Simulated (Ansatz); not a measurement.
Gas-phase electronic energies from Ansatz, PBE0-D4/def2-TZVP geometries. CBS: MP2 limit from def2 TZ/QZ plus the TZ coupled-cluster correction, frozen cores. This one scheme is used for every species. Functionals use def2-TZVPP. For Br outer-core shells are correlated without core-valence functions, which leaves a few kJ/mol of doubt a bond. Scalar relativity is left out up to krypton. Each species was taken in one conformer, which may not be the lowest.

`CN(C)[Si]Br` + H₂O → `O[Si]Br` + `CNC`  (formal hydrolysis of the Si–N bond)

CCSD(T)/CBS gives -3.5 kcal/mol.

(1) Another level gave -3.1 kcal/mol. Which?
A. PBE-QIDH/def2-TZVPP
B. BLYP/def2-TZVPP
C. BHLYP-D4/def2-TZVPP
D. revPBE-D4/def2-TZVPP

Largest T1 diagnostic among the species: 0.012.

Answers

(1) D. revPBE-D4 -3.1, BHLYP-D4 -6.3, PBE-QIDH -4.5, BLYP -8.9 kcal/mol.

Leaving LDA and LC-ωPBE aside and taking each functional with its dispersion term where it has one, the values, not all of them listed here, spread over 3.6 kcal/mol, from B97M-V to revPBE-D4. LDA lies +2.7 kcal/mol from PBE without D4. In def2-TZVPP, CCSD(T) changes the Hartree–Fock value by +7.2 kcal/mol (the triples alone add +1.3 kcal/mol) and MP2 by +8.6 kcal/mol. The D4 term adds +3.1 kcal/mol with B3LYP and +1.7 kcal/mol with PBE0; it sums over pairs of atoms, weighted by their polarisabilities, and B3LYP, whose exchange is more repulsive, gets the larger term.

B3LYP here is the variant with VWN-RPA as its local correlation; programs differ in this.
